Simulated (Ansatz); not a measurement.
Relaxation of AlBrF₂H₂ (6 atoms, charge 0, multiplicity 1), to a largest force component of 0.03 eV/Å in at most 50 steps.

Method: RKS LDA/def2-mTZVP (Ansatz).

```xyz
6
Properties=species:S:1:pos:R:3
Al 0.026 -0.609 -0.337
H 0.006 0.135 2.314
F 1.426 0.162 -0.665
F -1.414 0.091 -0.657
Br 0.083 -2.820 0.475
H 0.029 -0.490 1.946
```

Q: Where does it end, and by what steps?

A: The run converged. After 8 steps the energy has fallen by 0.304 eV; H2 moved furthest, 0.56 Å.

| step | energy less start (eV) | largest force component (eV/Å) | accepted |
| --- | --- | --- | --- |
| 0 | 0.0000 | 1.641 | yes |
| 1 | -0.2063 | 0.678 | yes |
| 2 | -0.2426 | 1.073 | yes |
| 3 | -0.2405 | 0.787 | no |
| 4 | -0.2926 | 0.156 | yes |
| 5 | -0.2989 | 0.128 | yes |
| 6 | -0.3007 | 0.186 | yes |
| 7 | -0.3041 | 0.042 | yes |
| 8 | -0.3042 | 0.006 | yes |

```xyz
6
Properties=species:S:1:pos:R:3
Al 0.027 -0.678 -0.103
H 0.001 0.284 1.771
F 1.415 0.138 -0.411
F -1.401 0.067 -0.403
Br 0.084 -2.869 0.260
H 0.030 -0.474 1.960
```

The run took 11 s on 2 threads of Arm Neoverse V2, with other jobs on the host, peak memory 0.13 GiB.
